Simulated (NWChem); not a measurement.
System: ZnH2Se2; SMILES [SeH][Zn][SeH]

Parts of the log:

```
             Northwest Computational Chemistry Package (NWChem) 7.3.0
             --------------------------------------------------------

 C2  symmetry detected

                             Geometry "geometry" -> ""
                             -------------------------

 Output coordinates in angstroms (scale by  1.889725989 to convert to a.u.)

  No.       Tag          Charge          X              Y              Z
 ---- ---------------- ---------- -------------- -------------- --------------
    1 Zn                  30.0000     0.00000000     0.00000000    -0.01053588
    2 Se                  34.0000    -2.27467109    -0.01368980     0.03437112
    3 H                    1.0000    -2.35624115     1.03487682    -1.01057988
    4 Se                  34.0000     2.27467109     0.01368980     0.03437112
    5 H                    1.0000     2.35624115    -1.03487682    -1.01057988

 Effective nuclear repulsion energy (a.u.)     652.2295378857

      Symmetry information
      --------------------

 Group name             C2
 Group number              4
 Group order               2
 No. of unique centers     3

                                 NWChem DFT Module
                                 -----------------

 Summary of "ao basis" -> "ao basis" (spherical)
 ------------------------------------------------------------------------------
       Tag                 Description            Shells   Functions and Types
 ---------------- ------------------------------  ------  ---------------------
 Zn                         cc-pvtz                 20       68   7s6p4d2f1g
 Se                         cc-pvtz                 15       43   6s5p3d1f
 H                          cc-pvtz                  6       14   3s2p1d

      Symmetry analysis of basis
      --------------------------

        a          93
        b          89

            General Information
            -------------------
          SCF calculation type: DFT
          Wavefunction type:  closed shell.
          No. of atoms     :     5
          No. of electrons :   100
           Alpha electrons :    50
            Beta electrons :    50
          Charge           :     0
          Spin multiplicity:     1
          Use of symmetry is: on ; symmetry adaption is: on
          Maximum number of iterations: 150
          AO basis - number of functions:   182
                     number of shells:    62
          Convergence on energy requested:  1.00D-06
          Convergence on density requested:  1.00D-05
          Convergence on gradient requested:  5.00D-04

              XC Information
              --------------
                         PBE0 Method XC Functional
                     Hartree-Fock (Exact) Exchange  0.250
          PerdewBurkeErnzerhof Exchange Functional  0.750
            Perdew 1991 LDA Correlation Functional  1.000 local
           PerdewBurkeErnz. Correlation Functional  1.000 non-local

             Grid Information
             ----------------
          Grid used for XC integration:  medium
          Radial quadrature: Mura-Knowles
          Angular quadrature: Lebedev.
          Tag              B.-S. Rad. Rad. Pts. Rad. Cut. Ang. Pts.
          ---              ---------- --------- --------- ---------
          Zn                  1.35      112          10.0       590
          Se                  1.15      112          12.0       590
          H                   0.35       45          13.0       434
          Grid pruning is: on
          Number of quadrature shells:   269
          Spatial weights used:  Erf1

      Superposition of Atomic Density Guess
      -------------------------------------

 Sum of atomic energies:       -6578.54890378

      Non-variational initial energy
      ------------------------------

 Total energy =   -6579.222091
 1-e energy   =  -10474.953086
 2-e energy   =    3243.501458
 HOMO         =      -0.300016
 LUMO         =      -0.014994

      Symmetry analysis of molecular orbitals - initial
      -------------------------------------------------

  Numbering of irreducible representations:

     1 a           2 b

  Orbital symmetries:

     1 b           2 a           3 a           4 a           5 b
     6 a           7 b           8 a           9 b          10 a
    11 b          12 a          13 b          14 a          15 b
    16 a          17 b          18 a          19 b          20 a
    21 b          22 a          23 b          24 a          25 b
    26 a          27 b          28 a          29 b          30 a
    31 b          32 b          33 a          34 a          35 b
    36 a          37 b          38 a          39 b          40 a
    41 b          42 a          43 b          44 a          45 a
    46 b          47 a          48 b          49 a          50 b
    51 a          52 b          53 a          54 b          55 a
    56 b          57 a          58 b          59 a          60 b

------------------------------------------------------------
EAF file 0: "./job.aoints.0" size=166723584 bytes
------------------------------------------------------------
               write      read    awrite     aread      wait
               -----      ----    ------     -----      ----
     calls:      318         0         0         0         0
   data(b): 1.67e+08  0.00e+00  0.00e+00  0.00e+00
   time(s): 0.00e+00  0.00e+00  0.00e+00  0.00e+00  0.00e+00
rate(mb/s): 0.00e+00  0.00e+00
------------------------------------------------------------

     ---------------------------------------------
      Total Density - Mulliken Population Analysis
     ---------------------------------------------

[...]
```

Level: PBE0/cc-pVTZ. Geometry: optimised at B3LYP/6-31G* (spherical d).

Write an input that gives this output.

Several could match; the one computed here: the input that was run:
```
start job
memory heap 200 mb stack 900 mb global 1100 mb
geometry units angstroms noautoz
  Zn     0.000000     0.000000    -0.006721
  Se    -2.222856    -0.482936     0.038186
  H     -2.519116     0.526210    -1.006765
  Se     2.222856     0.482936     0.038186
  H      2.519116    -0.526210    -1.006765
end
basis spherical
  Zn library cc-pvtz
  Se library cc-pvtz
  H library cc-pvtz
end
dft
  xc pbe0
  iterations 150
  semidirect filesize 400000000
  mulliken
end
task dft energy
```
